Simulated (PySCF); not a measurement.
C$_{2}$H$_{5}$F$_{3}$Si, singlet, at a GFN2-xTB geometry.

Input for PySCF:
```python
from pyscf import gto, scf, dft

mol = gto.Mole()
mol.atom = '''
    C    -2.39853544    0.16159554    0.39520225
    C    -1.26781671   -0.84586386    0.15714653
    Si    0.41408398   -0.04278190   -0.06905492
    F     0.50041005    0.96162273   -1.29585801
    F     1.60108074   -1.06872139   -0.31719968
    F     0.89747669    0.82459899    1.17002075
    H    -2.20987375    0.74796252    1.29086337
    H    -2.48949679    0.84445764   -0.44566259
    H    -3.34578213   -0.35830975    0.51884203
    H    -1.23370359   -1.54135969    0.99875415
    H    -1.51091392   -1.44569717   -0.72278828
'''
mol.basis = 'pcseg-0'
mol.verbose = 4
mol.max_memory = 1800
mol.build()

mf = dft.RKS(mol)
mf.xc = 'pbe'
mf = mf.density_fit(auxbasis='def2-universal-jkfit')
mf.kernel()
```

Task: Estimate the HOMO energy that DF-PBE/pcseg-0 (PySCF) returns for this input.

Result: -8.47 eV

Task: Predict the nuclear repulsion energy from DF-PBE/pcseg-0.

Result: 338.0087 Eh

Task: Give the number of basis functions at the level DF-PBE/pcseg-0.

Result: 68
